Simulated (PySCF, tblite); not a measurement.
Compound: C7H10OSSi.
Cartesian coordinates in Å at the GFN2-xTB level; atoms count from 1:
```
atom  x, y, z in Å
C1    -2.353    1.549    0.439
C2    -1.521    0.635   -0.447
C3    -2.362   -0.339   -1.281
S4    -1.420   -1.910   -1.123
Si5   -0.446   -0.715    0.386
C6     1.404   -0.605    0.220
C7     2.269   -0.708   -0.838
C8     3.568   -0.532   -0.316
C9     3.405   -0.335    1.022
O10    2.109   -0.378    1.355
H11   -1.707    2.209    1.014
H12   -3.022    2.162   -0.162
H13   -2.954    0.967    1.135
H14   -0.921    1.255   -1.121
H15   -3.352   -0.495   -0.858
H16   -2.460   -0.077   -2.332
H17   -0.843   -1.068    1.747
H18    1.999   -0.896   -1.857
H19    4.491   -0.550   -0.857
H20    4.110   -0.160    1.811
```

Computed with PBE0/pcSseg-1 in PySCF (dipole) on a GFN2-xTB geometry, gas phase.

Masses are those of the commonest isotopes; rigid-rotor values at the optimised geometry. The values belong to one conformer with, in the numbering `[CH3:1][C@@H:2]1[CH2:3][S:4][Si@H:5]1[c:6]1[cH:7][cH:8][cH:9][o:10]1`, S4–Si5–C6–C7 26°, C1–C2–C3–S4 -137°, C2–C3–S4–Si5 12°, C3–S4–Si5–C6 -126°, C1–C2–Si5–S4 131°.

Problem. Give the principal moments of inertia and the rotational constants in MHz.

Solution. Ia = 261.44, Ib = 851.33, Ic = 986.00 u·Å²; 505379 MHz·u·Å²/I gives A = 1933, B = 593.6, C = 512.6 MHz.

Problem. Classify the top.

Solution. An asymmetric top; Ray's κ = -0.886.

Problem. Is it planar, by Δ = Ic − Ia − Ib?

Solution. Not planar: Δ = Ic − Ia − Ib = -126.77 u·Å². For a rigid frame Δ = −2 Σ m c², so Σ m c² = 63.38 u·Å² lies off the ab plane: 15.13 from hydrogen and 48.25 from heavier atoms. The atom farthest from that plane is 1.98 Å away.

Problem. Give the other two planar moments, Paa and Pbb, and the rms extents of the mass along the axes.

Solution. Paa = Σ m a² = (Ib + Ic − Ia)/2 = 787.95 and Pbb = Σ m b² = (Ia + Ic − Ib)/2 = 198.05 u·Å². With the mass M = 170.02 u, the rms extents √(P/M) along a, b and c are 2.15, 1.08, 0.61 Å.

Problem. Which lines would a microwave search look for?

Solution. The dipole components are |μa| = 1.04 D, |μb| = 1.75 D, |μc| = 1.30 D. The squared components, which scale the intensities, stand as 0.36 : 1.00 : 0.55 (a : b : c). Some lines, for components of 0.1 D or more:

```
type  branch         J(Ka,Kc)    MHz  lower level (cm⁻¹)
   c       Q  1(1,1) ← 1(0,1)   1339               0.037
   a       R  3(0,3) ← 2(0,2)   3304               0.111
   a       R  4(3,2) ← 3(3,1)   4432               0.636
   a       R  4(3,1) ← 3(3,0)   4432               0.636
   b       R  3(1,3) ← 2(0,2)   4457               0.111
   b       R  4(1,4) ← 3(0,3)   5408               0.221
   b       Q  3(3,0) ← 3(2,1)   6884               0.406
   c       R  4(2,2) ← 3(1,2)   8374               0.275
   b       Q  4(4,0) ← 4(3,1)   9653               0.784
   c       R  3(3,1) ← 2(2,1)  10221               0.295
   b       R  4(4,1) ← 3(3,0)  14085               0.636
   c       R  4(4,0) ← 3(3,0)  14085               0.636
   b       R  4(4,0) ← 3(3,1)  14085               0.636
```

Problem. Estimate the classical rotational partition function at 50 K, 100 K and 298.15 K.

Solution. Point group C1, symmetry number σ = 1; q = (√π/σ)·√((kT/h)³/(ABC)), k/h = 20836.6 MHz/K: 77700 at 50 K, 220000 at 100 K, 1130000 at 298.15 K.

Its GFN2-xTB frequencies are all real (lowest 19 cm⁻¹). No vibrational averaging or centrifugal distortion is included, and the geometry carries the error of its method. A rigid rotor knows nothing of internal rotation, which can split or shift real lines.
